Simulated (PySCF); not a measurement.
## Stretching HgO

Set-up: basis Hg def2-TZVPP with ECP60, O def2-TZVPP; scalar-relativistic core potentials; PySCF 2.14. Energies in eV from Hg + O in their ground configurations at the same level. State: ³Π (triplet), unpaired electrons σ ↑, π ↑.

All columns are PBE0. A positive dipole means Hg(−)O(+).

```json
{"R (Å)": "1.889", "E (eV)": "0.042", "μ (D)": "-1.55", "Mulliken charge on Hg (basis-dependent)": "0.34", "HOMO (eV)": "-6.75", "LUMO (eV)": "-3.86", "Mayer bond order": "0.94", "⟨S²⟩": "2.01"}
{"R (Å)": "1.977", "E (eV)": "-0.209", "μ (D)": "-1.75", "Mulliken charge on Hg (basis-dependent)": "0.33", "HOMO (eV)": "-6.94", "LUMO (eV)": "-3.69", "Mayer bond order": "0.85", "⟨S²⟩": "2.01"}
{"R (Å)": "2.065", "E (eV)": "-0.330", "μ (D)": "-1.89", "Mulliken charge on Hg (basis-dependent)": "0.31", "HOMO (eV)": "-7.11", "LUMO (eV)": "-3.56", "Mayer bond order": "0.78", "⟨S²⟩": "2.02"}
{"R (Å)": "2.131", "E (eV)": "-0.366", "μ (D)": "-1.95", "Mulliken charge on Hg (basis-dependent)": "0.30", "HOMO (eV)": "-7.23", "LUMO (eV)": "-3.65", "Mayer bond order": "0.73", "⟨S²⟩": "2.02"}
{"R (Å)": "2.197", "E (eV)": "-0.373", "μ (D)": "-1.97", "Mulliken charge on Hg (basis-dependent)": "0.28", "HOMO (eV)": "-7.34", "LUMO (eV)": "-3.73", "Mayer bond order": "0.68", "⟨S²⟩": "2.02"}
{"R (Å)": "2.263", "E (eV)": "-0.362", "μ (D)": "-1.96", "Mulliken charge on Hg (basis-dependent)": "0.26", "HOMO (eV)": "-7.43", "LUMO (eV)": "-3.80", "Mayer bond order": "0.63", "⟨S²⟩": "2.02"}
{"R (Å)": "2.351", "E (eV)": "-0.331", "μ (D)": "-1.90", "Mulliken charge on Hg (basis-dependent)": "0.23", "HOMO (eV)": "-7.53", "LUMO (eV)": "-3.87", "Mayer bond order": "0.57", "⟨S²⟩": "2.02"}
{"R (Å)": "2.461", "E (eV)": "-0.283", "μ (D)": "-1.77", "Mulliken charge on Hg (basis-dependent)": "0.19", "HOMO (eV)": "-7.62", "LUMO (eV)": "-3.93", "Mayer bond order": "0.48", "⟨S²⟩": "2.02"}
{"R (Å)": "2.592", "E (eV)": "-0.226", "μ (D)": "-1.56", "Mulliken charge on Hg (basis-dependent)": "0.15", "HOMO (eV)": "-7.68", "LUMO (eV)": "-3.99", "Mayer bond order": "0.39", "⟨S²⟩": "2.02"}
{"R (Å)": "2.768", "E (eV)": "-0.162", "μ (D)": "-1.25", "Mulliken charge on Hg (basis-dependent)": "0.11", "HOMO (eV)": "-7.71", "LUMO (eV)": "-4.05", "Mayer bond order": "0.29", "⟨S²⟩": "2.01"}
```

A fit through these points gives, at Re = 2.184 Å, μ = -1.97 D and dμ/dR = -0.185 D/Å; the reduced mass is 14.82 u.

How strong is the fundamental in the double-harmonic approximation, I = 42.26·(dμ/dR)²/μred km/mol?

I = 42.26·(-0.185)²/14.82 = 0.0976 km/mol at PBE0.

The bond is weak. Basis-set superposition, not corrected here, can be much of De in a small basis, most of all at correlated wavefunction levels. Functionals without a dispersion term scatter widely for such bonds, and LDA overbinds them. Spin–orbit coupling is left out, which matters for elements this heavy, above all for dissociation energies. The state was picked by a PBE0 search and need not be the measured ground state.
